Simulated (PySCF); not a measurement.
B3LYP has the VWN-RPA correlation part, as in Gaussian. Excitations are Tamm–Dancoff values on a coarser integration grid. The basis has no diffuse functions, so Rydberg states are missing or too high.

Z-matrix (Å, degrees):
```
C
C 1 1.3316
H 2 1.0816 1 122.02
H 2 1.0839 3 116.91 1 180.00
H 1 1.0866 2 120.53 3 0.00
C 1 1.4627 5 116.65 2 179.99
N 6 1.2713 1 127.12 5 -0.01
H 7 1.0234 6 110.91 1 0.01
H 6 1.0930 7 117.32 8 -180.00
```
Charge 0, multiplicity 1.

**Question.** What LUMO, S1 excitation (TDA), dipole moment, S1–T1 gap (TDA) and brightest of the four lowest singlets (TDA) does B3LYP-D3(BJ)/def2-TZVP (PySCF) give?

**Answer.** 
The LUMO is -1.64 eV, the S1 excitation (TDA) is 4.59 eV and the dipole moment comes out as 0.553 e·Å. The S1–T1 gap (TDA) is 1.04 eV and the brightest of the four lowest singlets (TDA) is 6.75 eV.
